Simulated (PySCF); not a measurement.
Numbering as in the mapped SMILES `[N:1]#[C:2][Si:3]([NH2:4])([C:5]#[N:6])[C:7]([F:8])([F:9])[F:10]`; H(Xn) means a hydrogen on atom n.

Theory: shieldings: GIAO PBE0/pcSseg-1, structure optimised with GFN2-xTB, in PySCF 2.14.0 with density-fitted response routines (relativity neglected, averaged over atoms made equivalent by symmetry, fast rotation or ring inversion, no solvent, a single conformation).

Chemical shifts δ = σref − σ; TMS for 13C and 1H and 29Si; 15N against NH3; 19F against CFCl3, all at this level.

```tsv
atoms	nucleus	count	δ (ppm)
H(N4)	1H	2	1.67
N4	15N	1	18.1
C2/C5	13C	2	?
N1/N6	15N	2	?
Si3	29Si	1	-83.4
C7	13C	1	135.0
F8/F9/F10	19F	3	-73.1
```

Question: Estimate the values marked ?.

Answer: 
- C2/C5: 119.9 ppm, nitrile carbon; this is the usual window of a C≡N carbon, which has no attached hydrogen
- N1/N6: 368.4 ppm, nitrile nitrogen

The OH or NH signal is concentration- and solvent-dependent in practice; the value given is the gas-phase one. Shifts are as computed. Against solution values, carbons near 30 ppm lie about +3 ppm off and those near 130 ppm about +5 ppm. Of 1309 compounds with measured shifts, 239 miss one by over three times the rms of a fit or turn the order of signals round; such compounds aren't used in these exercises. Unscaled 19F shifts against computed CFCl3 carry errors that often reach 10 to 50 ppm. Experimental scales use liquid or dissolved standards, which lie at an offset from isolated NH3 (liquid NH3: subtract about 20 ppm). Unscaled 15N shifts of sp2 nitrogen come out 20 to 40 ppm too high even then.
